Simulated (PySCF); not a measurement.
C4H3BrO.

```xyz
9

Br     0.0049     1.5237     0.0000
C     -0.1031    -0.3261     0.0000
C     -1.1731    -1.1688     0.0000
C     -0.6095    -2.4936     0.0000
C      0.7423    -2.3314     0.0000
O      1.0599    -1.0088     0.0000
H     -2.2223    -0.8813     0.0000
H     -1.1498    -3.4390     0.0000
H      1.5831    -3.0213     0.0000
```

The structure is a stationary point at ωB97X-D3(BJ)/def2-SVP.

The numbers are results of PBE/pcSseg-1 (PySCF), not measurements. Non-relativistic, no solvent.

Problem. Give the absolute GIAO shielding of each atom: isotropic value and principal components (ppm). (Estimate from the structure and the level; the computed values follow.)

Solution. 
```tsv
atom	σ(iso)	σ11	σ22	σ33	span
Br1	2032.9	1426.3	1798.1	2874.3	1448.0
C2	38.8	-25.7	61.5	80.7	106.4
C3	64.1	-17.9	68.6	141.5	159.4
C4	63.3	-17.9	55.8	151.9	169.8
C5	34.2	-33.2	36.9	99.0	132.2
O6	6.1	-107.0	-70.1	195.4	302.4
H7	24.8	21.8	24.3	28.3	6.4
H8	24.7	22.9	25.0	26.1	3.2
H9	23.8	21.2	24.1	26.2	5.0
```
